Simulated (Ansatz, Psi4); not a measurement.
**RbNa: a line through the functionals**

The species is RbNa (2 atoms), meant as a singlet with charge 0. SMILES: `[Na][Rb]`. The coordinates come from a PBE0-D4/def2-TZVP relaxation.

The HOMO–LUMO gap y, in eV, basis def2-TZVP with a core potential; a is the functional's share of exact exchange. Programs: Ansatz 0.2.0, Psi4 1.11.

```
functional  program     a  y (eV)
      BLYP     Psi4     0    0.98
      TPSS     Psi4     0    1.14
     TPSSh     Psi4   0.1    1.46
     B3LYP     Psi4   0.2       ?
      PBE0     Psi4  0.25    1.87
   r2SCAN0   Ansatz  0.25    1.93
     BHLYP     Psi4   0.5    2.56
```

**Question.** Fit y = c + s·a to the known rows and predict B3LYP.

**Answer.** 
1. Means of the 6 rows: a = 0.1833, y = 1.657.
2. Σ(Δa)² = 0.18333, Σ(Δa·Δy) = 0.55367, so the slope is 0.55367/0.18333 = 3.0201.
3. Intercept: 1.657 − (3.0201) × 0.1833 = 1.103. The largest residual of the fit is 0.12.
4. B3LYP: 1.103 + (3.0201) × 0.2 = 1.71 eV.

The run gave 1.63 eV, so the prediction is off by +0.08 eV, within the largest residual. Exact exchange lowers occupied levels and raises empty ones. The rows mix families of semi-local functionals, which the line can't see.
